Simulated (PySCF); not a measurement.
# Working out the ionisation energy of P²⁺

P²⁺ [Ne] 3s2 3p1 (2P) → P³⁺ [Ne] 3s2 (1S). Computed with PySCF 2.14 in pcseg-2 (5s4p2d1f, 34 functions), with no relativity, point nucleus. Frozen: [Ne]. Energies in hartree (1 hartree = 27.21139 eV):

```
            part  P²⁺ (lower)  P³⁺ (upper)
             UHF  -339.640613  -338.554771
CCSD correlation    -0.063151    -0.048825
             (T)    -0.000963     0.000000
```

Task: What does Hartree-Fock give?

Result: (-338.554771) − (-339.640613) = 1.085842 hartree = 29.547 eV.

Task: What do CCSD and CCSD(T) give?

Result: The CCSD correlation energies differ by 0.014326 hartree = 0.390 eV and the triples by 0.000963 hartree = 0.026 eV, so CCSD gives 29.937 eV and CCSD(T) 29.963 eV.

Reference: 30.203 eV (measured; NIST Atomic Spectra Database, ionization energies), between the lowest levels; spin-orbit coupling is absent from the calculation.

What remains against the reference includes basis incompleteness, the frozen core and higher excitations.
